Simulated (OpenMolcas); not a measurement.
**Multiconfigurational calculation on S IV**

Input:

```
&GATEWAY
Coord
1

S 0.0 0.0 0.0
Basis=ANO-RCC-VTZP
Group=XYZ
NoMove
AngMom=0.0 0.0 0.0
AMFI
&SEWARD
* reference wave functions (RASSCF and RASSI steps not shown): 1 electron in 3 orbitals (3p)
>>> COPY JOB001 $Project.JobIph
&CASPT2
Multistate=3 1 2 3
Frozen=1 0
IPEA=0.0
Imaginary=0.1
MaxIter=60
WThr=0.0 0.3 0.05
PrWF=0.5
NoMix
```

Output, cut to the results:

```
--- CASPT2 ---
Orbital specifications:
      -----------------------

      Symmetry species                           1   2
                                                ag  au
      Frozen orbitals                            1   0
      Inactive orbitals                          2   3
      Active orbitals                            0   3
      Secondary orbitals                        12  13
      Deleted orbitals                           0   0
      Number of basis functions                 15  19
Type of calculation                        MS-CASPT2
      Fock operator                              state-specific
      IPEA shift                                 0.00
      Real shift                                 0.00
      Imaginary shift                            0.10
      The input orbitals will be transformed to quasi-canonical
Reference energy:        -396.1589695995
      E2 (Non-variational):      -0.0772255215
      Shift correction:          -0.0001498908
      E2 (Variational):          -0.0773754123
      Total energy:            -396.2363450118
      Residual norm:              0.0000008386
      Reference weight:           0.97128
      Contributions to the CASPT2 correlation energy
      Active & Virtual Only:         -0.0000000000
      One Inactive Excited:          -0.0332395040
      Two Inactive Excited:          -0.0439860175
Reference energy:        -396.1589695995
      E2 (Non-variational):      -0.0772255215
      Shift correction:          -0.0001498908
      E2 (Variational):          -0.0773754123
      Total energy:            -396.2363450118
      Residual norm:              0.0000008386
      Reference weight:           0.97128
      Contributions to the CASPT2 correlation energy
      Active & Virtual Only:         -0.0000000000
      One Inactive Excited:          -0.0332395040
      Two Inactive Excited:          -0.0439860175
::    CASPT2 Root  1     Total energy:   -396.23634501
::    CASPT2 Root  2     Total energy:   -396.23634501
::    CASPT2 Root  3     Total energy:   -396.23634501
::    MS-CASPT2 Root  1     Total energy:   -396.23634501
::    MS-CASPT2 Root  2     Total energy:   -396.23634501
::    MS-CASPT2 Root  3     Total energy:   -396.23634501
```

Levels above the lowest, from the spin-orbit matrix with the single-state CASPT2 energies, averaged by term, on its diagonal:

```csv
Configuration,Term,J,E (cm⁻¹),Measured (cm⁻¹),g,Term weight %
3s² 3p,²P°,1/2,0.0,0.0,0.666,100
3s² 3p,²P°,3/2,874,951,1.334,100
```

Against the measured value (NIST levels in Podobedova, Kelleher and Wiese, J. Phys. Chem. Ref. Data 38, 171 (2009)): 3s² 3p ²P°_3/2: computed 874, measured 951 cm⁻¹ (-8.1 %).

With one active electron, CASPT2 adds the correlation within the correlated inactive shells and between them and that electron, and leaves the splitting within a term as the reference gives it. Measured partners are found by configuration, term and J. A level has none where our copy of the source lacks it or the pairing is in doubt (some pairs that miss far off the trend of their configuration count as doubtful), and it then counts in no deviation. Only configurations of the active space appear.

The term weight is that of the spin-free term in the level, not the purity of its configuration. ° marks odd parity.
